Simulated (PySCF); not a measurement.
Job file and geometry (Å, from GFN2-xTB) of an NMR shielding run on SMILES N#CC[SiH2]CC(F)=C(F)F, C5H6F3NSi, GIAO PBE0/pcSseg-1 NMR shielding, non-relativistic, gas phase (PySCF); density fitting, a coarse starting grid and PySCF grid level 2 are the driver's defaults:

```
$ OMP_NUM_THREADS=1 python probes_run.py task.json out

{"job": {"kind": "nmr", "xc": "PBE0", "basis": "pcSseg-1"}, "charge": 0, "multiplicity": 1}
N     -3.139421    -1.608258     1.103730
C     -2.811936    -0.666502     0.543094
C     -2.365158     0.494656    -0.161473
Si    -0.634234     0.202334    -0.937694
C      0.532170    -0.278587     0.510669
C      1.915206    -0.462434     0.021443
F      2.104072    -1.516060    -0.799612
C      2.948319     0.332668     0.269149
F      2.856512     1.406190     1.055234
F      4.180976     0.200090    -0.204509
H     -3.088372     0.727773    -0.942964
H     -2.339504     1.335026     0.534646
H     -0.189410     1.466880    -1.529045
H     -0.690563    -0.886460    -1.910038
H      0.529771     0.478767     1.292201
H      0.183972    -1.217138     0.946208
```

Question: What does the program print?

Answer: 
```
coarse grid: 15096 points
cycle   1  E = -836.8979581358  dE =  1.413e+00  |g| = 8.335e-01  |ddm| = 3.745e+00
cycle   2  E = -836.6679011264  dE =  2.301e-01  |g| = 1.392e+00  |ddm| = 1.602e+00
cycle   3  E = -837.0192340942  dE = -3.513e-01  |g| = 2.245e-01  |ddm| = 1.087e+00
cycle   4  E = -837.0279422585  dE = -8.708e-03  |g| = 1.004e-01  |ddm| = 1.930e-01
cycle   5  E = -837.0299271442  dE = -1.985e-03  |g| = 2.173e-02  |ddm| = 7.915e-02
cycle   6  E = -837.0300179925  dE = -9.085e-05  |g| = 5.837e-03  |ddm| = 2.135e-02
cycle   7  E = -837.0300238474  dE = -5.855e-06  |g| = 2.010e-03  |ddm| = 5.853e-03
final grid: 146008 points
cycle   8  E = -837.1059798830  dE = -4.557e-05  |g| = 7.172e-03  |ddm| = 2.854e-02
cycle   9  E = -837.1059723898  dE =  7.493e-06  |g| = 1.000e-02  |ddm| = 1.316e-02
cycle  10  E = -837.1059905145  dE = -1.812e-05  |g| = 1.007e-03  |ddm| = 7.472e-03
cycle  11  E = -837.1059906872  dE = -1.728e-07  |g| = 2.454e-04  |ddm| = 9.513e-04
cycle  12  E = -837.1059906973  dE = -1.010e-08  |g| = 1.092e-04  |ddm| = 2.494e-04
cycle  13  E = -837.1059906994  dE = -2.030e-09  |g| = 4.994e-05  |ddm| = 1.101e-04
cycle  14  E = -837.1059906999  dE = -4.882e-10  |g| = 1.394e-05  |ddm| = 3.847e-05
converged SCF energy = -837.1059906999

GIAO shielding tensors (ppm)
atom      isotropic    diamagn.    paramagn.     s11        s22        s33       span
  0 N      -30.878     339.874    -370.752   -206.438   -189.427    303.230    509.668
  1 C       65.513     260.887    -195.373    -51.073    -44.655    292.268    343.341
  2 C      188.560     255.312     -66.752    179.961    185.230    200.488     20.528
  3 Si     387.785     881.542    -493.757    365.512    380.675    417.167     51.654
  4 C      173.386     256.169     -82.782    162.177    167.664    190.317     28.139
  5 C       50.654     252.444    -201.790     10.794     59.205     81.962     71.168
  6 F      354.538     473.007    -118.469    288.845    366.066    408.702    119.857
  7 C       20.856     251.402    -230.546    -38.698     44.711     56.554     95.252
  8 F      296.796     476.004    -179.208    248.765    302.358    339.264     90.500
  9 F      277.448     468.212    -190.764    253.249    286.296    292.799     39.550
 10 H       29.981      26.636       3.345     24.672     27.772     37.499     12.827
 11 H       30.029      30.195      -0.166     25.784     27.827     36.475     10.690
 12 H       27.452      30.218      -2.766     23.917     26.188     32.250      8.334
 13 H       27.074      30.155      -3.081     23.161     26.415     31.646      8.485
 14 H       29.779      33.917      -4.139     24.397     30.168     34.771     10.374
 15 H       29.130      33.164      -4.034     23.967     28.604     34.820     10.853
```

Question: Turn these shieldings into chemical shifts. References, each an isolated molecule treated in the same way: 15N (σ = 267.73 ppm) vs NH3; 13C (σ = 186.93 ppm), 29Si (σ = 349.16 ppm), 1H (σ = 31.72 ppm) vs TMS; 19F (σ = 170.95 ppm) vs CFCl3.

Answer: Averaging equivalent atoms: N 0: 298.6; C 7: 166.1; C 5: 136.3; C 1: 121.4; C 4: 13.5; C 2: -1.6; Si 3: -38.6; F 9: -106.5; F 8: -125.8; F 6: -183.6; H 12/13: 4.45; H 14/15: 2.26; H 10/11: 1.71 ppm. Unscaled 19F shifts against computed CFCl3 carry errors that often reach 10 to 50 ppm. Experimental scales use liquid or dissolved standards, which lie at an offset from isolated NH3 (liquid NH3: subtract about 20 ppm). Unscaled 15N shifts of sp2 nitrogen come out 20 to 40 ppm too high even then.

Size and cost of the density-fitted run: 207 basis functions, 81 s wall time on 1 thread of an Arm Neoverse N1, shared host; peak memory 1 GiB.
